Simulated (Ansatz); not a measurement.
## FH6SSi2+: structure from calculated spectroscopic constants

These gas-phase data were calculated for one isomer of FH6SSi2+ at B3LYP/6-31G* (harmonic, unscaled wavenumbers; equilibrium rotational constants with average atomic masses):

- rotational constants: 4.504, 2.027, 1.468 GHz
- all wavenumbers above 1500 cm⁻¹: 2694, 2673, 2347, 2321, 2317, 2291

Candidates:

(1) `F[SiH2][SiH2][SH2+]`, a singlet
(2) `F[SiH2][SH+][SiH3]`, a singlet

**Question.** Assign the data to one candidate and say why.

**Answer.** Candidate (1). 2 modes lie between 2500 and 2800 cm⁻¹, one for each S–H bond, while (2) has 1.

The same quantities for all candidates:

|  | rotational constants (GHz) | wavenumbers above 1500 cm⁻¹ | E above the lowest, B3LYP/6-31G* (kcal/mol) |
| --- | --- | --- | --- |
| (1) | 4.504, 2.027, 1.468 | 2694, 2673, 2347, 2321, 2317, 2291 | 16.7 |
| (2) | 4.903, 1.932, 1.479 | 2670, 2395, 2366, 2363, 2353, 2317 | 0.0 |

Harmonic stretches to hydrogen usually lie a few per cent above observed fundamentals. Each candidate is one conformer. Programs: Ansatz 0.2.0.
